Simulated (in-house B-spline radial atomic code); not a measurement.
Inner levels of cerium as electrons are removed. A shift is the extra binding of the orbital against the neutral atom ([Xe] 4f5/2(1) 5d3/2(1) 6s2). The density at the nucleus is averaged over the nuclear charge. Computed with a radial B-spline atomic code at the basis-set limit: Dirac-Hartree-Fock, jj configuration that fills j = l - 1/2 first, finite nuclei.

A number in brackets counts the electrons of a j subshell.

```csv
ion,configuration,shift of 1s1/2 (eV),shift of 3p1/2 (eV),shift of 2p1/2 (eV),radius of 1s1/2 (bohr),radius of 3p1/2 (bohr),radius of 2p1/2 (bohr),Σ<r²> (bohr²),change of density at nucleus (bohr⁻³)
Ce34+,[Ar] 3d3/2(4) 3d5/2(2),1548.08,1346.07,1519.59,0.024566,0.25429,0.087599,1.1067,-934.86
Ce35+,[Ar] 3d3/2(4) 3d5/2(1),1668.59,1438.07,1639.53,0.024566,0.25237,0.087538,1.0254,-740.11
Ce36+,[Ar] 3d3/2(4),1791.45,1531.33,1761.65,0.024567,0.25047,0.087473,0.94731,-539.92
Ce37+,[Ar] 3d3/2(3),1918.81,1619.97,1883.23,0.024567,0.24876,0.087342,0.87359,-326.59
Ce38+,[Ar] 3d3/2(2),2048.59,1709.85,2006.83,0.024567,0.24705,0.087207,0.80273,-107.54
Ce39+,[Ar] 3d3/2(1),2180.78,1800.97,2132.47,0.024568,0.24537,0.087068,0.73458,117.26
Ce40+,[Ne] 3s2 3p6,2315.38,1893.34,2260.12,0.024568,0.2437,0.086925,0.669,347.8
Ce41+,[Ne] 3s2 3p1/2(2) 3p3/2(3),2451.69,1985.21,2382.69,0.024565,0.24221,0.086811,0.58896,602.77
Ce42+,[Ne] 3s2 3p1/2(2) 3p3/2(2),2589.86,2077.97,2506.73,0.024562,0.24073,0.086694,0.51093,862.54
Ce43+,[Ne] 3s2 3p1/2(2) 3p3/2(1),2729.9,2171.63,2632.24,0.024559,0.23927,0.086575,0.43486,1127.17
Ce44+,[Ne] 3s2 3p1/2(2),2871.8,2266.2,2759.2,0.024555,0.23782,0.086454,0.36068,1396.63
Ce45+,[Ne] 3s2 3p1/2(1),3022.86,2368.57,2885.61,0.024551,0.23615,0.086454,0.29275,1500.67
```
